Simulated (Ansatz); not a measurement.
Cost and result up the ladder for Mg9S9 (started as a model of: 2x3x3 MgS rock-salt block) (18 atoms). Charge 0, multiplicity 1. Geometry: PBE-D4/def2-SVP.

Cartesian coordinates in Å:
```
Mg 1.927 1.600 2.280
Mg -0.905 -2.019 2.565
Mg 1.068 -0.817 0.231
Mg 2.368 0.899 -2.249
Mg -0.463 -2.720 -1.964
Mg -1.105 1.038 2.216
Mg 0.632 2.588 -0.339
Mg -2.374 -1.255 -0.037
Mg -0.636 0.294 -2.592
S 0.967 -0.532 2.864
S 2.847 1.145 0.100
S -0.406 -3.013 0.427
S 1.474 -1.337 -2.337
S 0.190 3.201 2.071
S -2.892 -0.739 2.380
S -0.954 0.730 -0.206
S 0.671 2.438 -2.860
S -2.411 -1.502 -2.550
```

Ansatz; hardware A = 2 threads of AMD EPYC 7R13 on a shared host and a share (18 GiB) of an NVIDIA H100 80GB HBM3; B = 2 threads of AMD EPYC 7R13 on a shared host. Times are rough, and most runs start from the orbitals of an earlier one. ωB97X-V/def2-TZVP serves as the yardstick here, not as an exact answer. Differences are given only for rows in sets of like size (and for xTB, whose basis is part of the method), since another set adds its own error. Binding counts from free atoms at the same level (Mg singlet, S triplet; other spins of the atoms weren't run), without zero-point energy or a counterpoise term.

Correlated methods freeze 54 core orbitals; core or outer-core shells of Mg are correlated, in sets that lack core-valence functions. The rows differ in basis, and correlated rows in double-zeta sets carry the largest basis error. Single mean-field runs in def2-TZVP are fitted with def2-universal-jkfit. Another isomer (singlet) lies 0.23 eV lower at PBE0-D4/def2-TZVP; other spin states weren't run for this one.

Correlated methods converge slowly with the basis, most of all in double-zeta sets.

```json
{"level": "PBE0-D4/def2-TZVP [A]", "functions": "621", "wall time": "3.8 s", "binding energy per atom (eV)": "3.33", "difference from ωB97X-V/def2-TZVP (eV)": "-0.02"}
{"level": "MP2/def2-SVP [A]", "functions": "324", "wall time": "3.8 s", "binding energy per atom (eV)": "3.24", "difference from ωB97X-V/def2-TZVP (eV)": "–"}
{"level": "PBE-D4/def2-TZVP (with forces) [A]", "functions": "621", "wall time": "4.4 s", "binding energy per atom (eV)": "3.33", "difference from ωB97X-V/def2-TZVP (eV)": "-0.02"}
{"level": "PBE-D4/def2-SVP [A]", "functions": "324", "wall time": "4.6 s", "binding energy per atom (eV)": "3.39", "difference from ωB97X-V/def2-TZVP (eV)": "–"}
{"level": "PBE0-D4/def2-SVP [A]", "functions": "324", "wall time": "4.9 s", "binding energy per atom (eV)": "3.38", "difference from ωB97X-V/def2-TZVP (eV)": "–"}
{"level": "r2SCAN-D4/def2-TZVP [A]", "functions": "621", "wall time": "5.5 s", "binding energy per atom (eV)": "3.44", "difference from ωB97X-V/def2-TZVP (eV)": "0.09"}
{"level": "RPA@PBE/def2-SVP [A]", "functions": "324", "wall time": "5.5 s", "binding energy per atom (eV)": "2.83", "difference from ωB97X-V/def2-TZVP (eV)": "–"}
{"level": "ωB97X-V/def2-TZVP [A]", "functions": "621", "wall time": "7.5 s", "binding energy per atom (eV)": "3.35", "difference from ωB97X-V/def2-TZVP (eV)": "0.00"}
{"level": "HF/STO-3G [B]", "functions": "162", "wall time": "7.5 s", "binding energy per atom (eV)": "3.71", "difference from ωB97X-V/def2-TZVP (eV)": "–"}
```
